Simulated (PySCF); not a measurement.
PySCF job for Be₂H₂, SMILES [BeH][BeH], IEF-PCM-B3LYP/def2-TZVPD. Coordinates come from a PBE0-D3(BJ)/def2-TZVPD optimisation.

```python
import numpy as np
from pyscf import gto, scf, dft
from pyscf.solvent import pcm

mol = gto.M(
    atom='''
    H     0.00000000    0.00000000   -2.39694392
    Be    0.00000000    0.00000000   -1.05137126
    Be    0.00000000    0.00000000    1.05137126
    H     0.00000000    0.00000000    2.39694392
    ''',
    basis='def2-TZVPD',
    charge=0,
    spin=0,
    max_memory=1600,
    verbose=3,
)
mf = dft.RKS(mol, xc='b3lyp').density_fit(auxbasis='def2-universal-jkfit')
mf.grids.level = 3
mf.conv_tol = 1e-9
mf.max_cycle = 100
mf.kernel()
res = {}
for name, eps in {'water': 78.355, 'diethylether': 4.24, '1-octanol': 9.8629}.items():
    s = mf.PCM()
    s.with_solvent.method, s.with_solvent.eps, s.with_solvent.lebedev_order = 'IEF-PCM', eps, 29
    s.kernel(mf.make_rdm1())
    res[name] = (s.e_tot, eps, s.dip_moment(), s.mo_energy, s.converged)
    print(f'{name}: electrostatic solvation free energy {(s.e_tot - mf.e_tot) * 627.509474:.3f} kcal/mol')
```

It prints:

```
converged SCF energy = -30.6435274806094

WARN: PCM is an experimental feature. It is still in testing.
Features and APIs may be changed in the future.

converged SCF energy = -30.6536582791089
Dipole moment(X, Y, Z, Debye): -0.00000,  0.00000,  0.00000
water: electrostatic solvation free energy -6.357 kcal/mol

WARN: PCM is an experimental feature. It is still in testing.
Features and APIs may be changed in the future.

converged SCF energy = -30.6503409819202
Dipole moment(X, Y, Z, Debye): -0.00000, -0.00000,  0.00000
diethylether: electrostatic solvation free energy -4.276 kcal/mol

WARN: PCM is an experimental feature. It is still in testing.
Features and APIs may be changed in the future.

converged SCF energy = -30.6522256960373
Dipole moment(X, Y, Z, Debye): -0.00000,  0.00000,  0.00000
1-octanol: electrostatic solvation free energy -5.458 kcal/mol
```

Self-consistency was reached.
